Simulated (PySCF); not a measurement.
Two structures of Si$_{2}$H$_{7}$ClO, closed shell, reached by relaxing down either side of one saddle point (PBE0-D4/def2-TZVP). Energies are electronic, without zero-point energy. Computed with PySCF 2.14 with density fitting (its default auxiliary sets; JK sets also for MP2 and CCSD(T)) (basis: def2-TZVPP and def2-QZVPP); correlated methods freeze the cores. Extrapolation: Hartree–Fock as exp(−7.88 √X), correlation as X^−2.97. First:

Si1  (-1.082, 0.894, -0.748)
H2  (-0.052, 1.880, -1.191)
O3  (-0.394, -0.569, -0.573)
Si4  (0.248, -1.702, 0.422)
H5  (-2.132, 0.819, -1.792)
H6  (-1.664, 1.368, 0.533)
H7  (1.575, 1.949, 0.107)
Cl8  (2.152, 1.522, 1.170)
H9  (0.013, -1.332, 1.841)
H10  (1.703, -1.820, 0.163)
H11  (-0.413, -2.999, 0.133)
(Å)

Second:

```
11
angstrom
Si -0.7254 0.6497 0.1513
H 0.7521 3.5823 -2.4971
O -0.5456 -0.9556 0.0408
Si 0.1553 -2.2879 0.7005
H -1.0504 1.1885 -1.1834
H -1.7534 0.9857 1.1597
H 1.0150 3.2917 -1.8616
Cl 1.0323 1.5150 0.7704
H -0.0548 -2.2960 2.1711
H 1.6089 -2.2901 0.4066
H -0.4872 -3.4769 0.0926
```

Problem. Which bonds change from the first to the second?

Solution. Si₂H₆O ([SiH3][O][SiH3]) + HCl → Si₂H₅ClO ([SiH3][O][SiH2][Cl]) + H₂; bonds formed: Si1–Cl8, H2–H7; bonds broken: Si1–H2, H7–Cl8.

Problem. Give the saddle point's structure and its height above each. (Judge from chemistry; the value comes from the calculation.)

Solution. By the calculation: 140.6 kJ/mol above the first and 226.6 kJ/mol above the second (CCSD(T) at an estimated basis limit (MP2 extrapolated from triple and quadruple zeta, plus CCSD(T) − MP2 in triple zeta)).
```csv
atom,x (Å),y (Å),z (Å)
Si1,-0.7710,0.9282,-0.4558
H2,0.2738,2.0781,-1.1881
O3,-0.4888,-0.6516,-0.4054
Si4,0.3355,-1.7970,0.4741
H5,-1.4858,1.0755,-1.7504
H6,-1.5078,1.6443,0.5949
H7,0.7546,1.9241,-0.4499
Cl8,1.2526,1.2620,1.0738
H9,0.1397,-1.5921,1.9269
H10,1.7691,-1.7834,0.1118
H11,-0.2720,-3.0880,0.0680
```

The T1 diagnostic stays at or below 0.013.

Labels in which every atom is bracketed show which atoms are joined, not bond orders.

For scale, one of the runs: CCSD(T)/def2-TZVPP, 255 basis functions, launched by `OMP_NUM_THREADS=4 python run.py`. Time: 35 min of wall clock on 4 CPU threads of an Intel Xeon; the host was shared. Peak host memory: 5.4 GiB.
